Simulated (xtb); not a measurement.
Harmonic IR lines of one isomer of CH3B2N, unscaled. Level of theory: xtb 6.7.1 with GFN2-xTB.

wavenumber (cm⁻¹): 336 (vw), 388 (m), 480 (m), 518 (m), 609 (vs), 820 (m), 1349 (w), 1677 (s), 2079 (s), 3058 (m), 3063 (w), 3700 (w)

Q: Which structure gives these lines?
(A) `BB=C=N`
(B) `C=BB=N`
(C) `B=C=BN`
(D) `B=NB=C`

A: B, `C=BB=N`
